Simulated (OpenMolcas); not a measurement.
Levels of Ni2+ by method

```
Program             : OpenMolcas 26.06
Basis               : ANO-RCC-VTZP [6s5p3d2f1g]
Scalar Hamiltonian  : DKH2, point nucleus
Active space        : 8 electrons in 9 orbitals (RAS2 3d 4s; RAS3 4p, at most 2 electrons)
State averaging     : 2S+1 = 3 even, 55 roots; 2S+1 = 5 even, 10 roots kept (CI in the orbitals of an earlier block); 2S+1 = 1 even, 50 roots kept (CI in the orbitals of an earlier block); 2S+1 = 3 odd, 54 roots; 2S+1 = 5 odd, 30 roots kept (CI in the orbitals of an earlier block); 2S+1 = 1 odd, 27 roots kept (CI in the orbitals of an earlier block, 20 in the spin-orbit step)
Spin-orbit coupling : RASSI with atomic mean-field integrals over the reference wave functions, term energies averaged over their components
```

Methods on the same reference wave functions:
A. RASSCF
B. SS-RASPT2, IPEA 0.25 Eh, imaginary shift 0.1 Eh (closed shells correlated: 3s 3p)
C. MS-RASPT2, IPEA 0.25 Eh, imaginary shift 0.1 Eh (closed shells correlated: 3s 3p)

Energies in cm⁻¹ above 3d⁸ ³F₄, the measured ground level; measured values from Corliss and Sugar, J. Phys. Chem. Ref. Data 10, 197 (1981).

```json
{"Level": "3d⁸ ³F₄", "A": "0.0", "B": "0.0", "C": "0.0", "Measured": "0.0"}
{"Level": "3d⁸ ³F₃", "A": "1446", "B": "1450", "C": "1450", "Measured": "1361"}
{"Level": "3d⁸ ³F₂", "A": "2439", "B": "2410", "C": "2410", "Measured": "2270"}
{"Level": "3d⁸ ¹D₂", "A": "18039", "B": "13140", "C": "13130", "Measured": "14032"}
{"Level": "3d⁸ ³P₂", "A": "21840", "B": "16520", "C": "16520", "Measured": "16662"}
{"Level": "3d⁸ ³P₁", "A": "22249", "B": "16880", "C": "16880", "Measured": "16978"}
{"Level": "3d⁸ ³P₀", "A": "22537", "B": "17150", "C": "17150", "Measured": "17231"}
{"Level": "3d⁸ ¹G₄", "A": "28182", "B": "22760", "C": "22750", "Measured": "23109"}
{"Level": "3d⁷ 4s ⁵F₅", "A": "31760", "B": "53730", "C": "53730", "Measured": "53704"}
{"Level": "3d⁷ 4s ⁵F₄", "A": "32658", "B": "54620", "C": "54620", "Measured": "54658"}
{"Level": "3d⁷ 4s ⁵F₃", "A": "33370", "B": "55330", "C": "55330", "Measured": "55406"}
{"Level": "3d⁷ 4s ⁵F₂", "A": "33896", "B": "55860", "C": "55860", "Measured": "55952"}
{"Level": "3d⁷ 4s ⁵F₁", "A": "34240", "B": "56200", "C": "56200", "Measured": "56308"}
{"Level": "3d⁷ 4s ³F₄(1)", "A": "39862", "B": "60590", "C": "60590", "Measured": ""}
{"Level": "3d⁷ 4s ³F₃(1)", "A": "41075", "B": "61800", "C": "61800", "Measured": ""}
{"Level": "3d⁷ 4s ³F₂(1)", "A": "41923", "B": "62640", "C": "62640", "Measured": ""}
{"Level": "3d⁷ 4s ⁵P₃", "A": "53333", "B": "71710", "C": "71710", "Measured": "71067"}
{"Level": "3d⁷ 4s ⁵P₂", "A": "53687", "B": "72010", "C": "72010", "Measured": "71384"}
{"Level": "3d⁷ 4s ⁵P₁", "A": "54133", "B": "72470", "C": "72470", "Measured": "71842"}
{"Level": "3d⁷ 4s ³G₅", "A": "55407", "B": "75260", "C": "75260", "Measured": "75124"}
{"Level": "3d⁷ 4s ³G₄", "A": "55907", "B": "75750", "C": "75750", "Measured": "75647"}
{"Level": "3d⁷ 4s ³G₃", "A": "56460", "B": "76310", "C": "76310", "Measured": "76237"}
{"Level": "3d⁷ 4s ¹G₄", "A": "59810", "B": "79010", "C": "79020", "Measured": "79250"}
{"Level": "3d⁷ 4s ³P₂(1) [66 %]", "A": "61076", "B": "78120", "C": "78140", "Measured": ""}
```

Deviations, from unrounded energies. A percentage is the sum of absolute deviations over the sum of measured energies, with the sign that they share, or ± where signs differ.

| Against measurement | Levels | A | B | C |
| --- | --- | --- | --- | --- |
| mean absolute deviation (cm-1) | 19 | 14000 | 240 | 240 |
| fine structure of the ground term (%) | 2 | +7.0 | +6.3 | +6.3 |
| other terms of the ground configuration (%) | 5 | +28.2 | -1.8 | -1.8 |
| other configurations (%) | 12 | -30.4 | ±0.3 | ±0.3 |

B, C lie about equally close to measurement and A furthest from it. The largest miss of B in the table is 3d⁸ ¹D₂, by -890 cm-1. The ranking rests on the paired levels alone, and a cruder setting can come out closer through cancelling errors.

Between B and C the level of the table that moves most is 3d⁷ 4s ³P₂(1) [66 %], by 15 cm-1 (lowest in B, highest in C). Moves below CASPT2's spread within the term are not significant.

The two smallest mean deviations differ by little beside CASPT2's spread within terms, so their order carries little weight.

From A to B the spin-free energies of the other terms of 3d⁸ shown, above ³F, scale by factors of 0.71 to 0.80, as is usual when dynamic correlation screens the repulsion within a d or f shell.

The lowest spin-free term lies below A's lowest term by 0.669 hartree in B, 0.669 hartree in C.

CASPT2 does not keep the components of a term degenerate, so their means are used; among the terms shown or strongly mixed into the levels shown the widest spread is 2600 cm-1 (3d⁸ ³F, C). Some high roots are left out of the spin-orbit mixing, which shifts the levels that they would mix with. Terms from blocks run as CI alone lack orbitals of their own. A single d shell beside an s shell can misplace configurations of different d count against each other. Without dynamic correlation excited terms often stand tens of per cent too high (terms of higher spin than the ground term too low), and those without a measured partner can miss by more than the paired ones (holds for A). Some levels mix across a computed gap that differs much from the measured one, so their mixing is not that of the real levels (holds for A). The CASPT2 spread within a term exceeds the gap to the next term for 3d⁷ 4s ³P(1) and 3d⁷ 4s ¹G, 3d⁷ 4s ¹G and 3d⁷ 4s ³P(2), so the order of their levels is uncertain (holds for C). Computed and measured levels are paired by configuration, term and J; levels that our copy of the source lacks, or whose pairing is in doubt (as where it misses far off the trend of its configuration), stay unpaired and out of the deviations. Only configurations of the active space appear. The table leaves out levels that lie high or whose names do not pair safely across all columns.

A share in square brackets marks a mixed level and gives the weight of the term that names it, the lowest over the columns. A number in round brackets counts repeated terms of one configuration in the order of the reference energies.
